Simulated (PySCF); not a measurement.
Two-component Hartree-Fock for Eu⁵⁹⁺ (europium, charge +59)

Start: [He] 2s2. Calculated with PySCF 2.14 in an even-tempered Gaussian basis (17 s from 41 bohr⁻², ratio 2.4; 13 p from 53 bohr⁻², ratio 2.4; 5 d from 170 bohr⁻², ratio 2.6; 4 f from 250 bohr⁻², ratio 2.6): generalised Hartree-Fock with the X2C-1e Hamiltonian and a Gaussian nucleus; one run each with spin-orbit coupling (SO) switched off, then screened by Boettger's factors.

```
spinor shell  electrons  ε, spin-free (eV)  ε, screened SO (eV)  weight of nominal j (screened SO)  rms radius, screened SO (bohr)
       1s1/2          2           -55244.7             -55244.7                              1.000                          0.0252
       2s1/2          2           -13478.6             -13478.6                              1.000                          0.0977
```

```tsv
quantity	spin-free	screened SO
E (hartree)	-5159.89212	-5159.89212
M_J	0	0
⟨J²⟩	0.000	0.000
⟨L²⟩	0.000	0.000
⟨S²⟩	0.000	0.000
```

Breit and QED terms are absent; they matter most for the inner s and p1/2 levels.

Densities and radii are taken from the X2C orbitals without a picture-change correction, which distorts them close to the nucleus.

Without spin-orbit coupling the j labels of p, d and f shells carry no meaning; the spin-free column gives the mean over the occupied spinors of each nl shell.
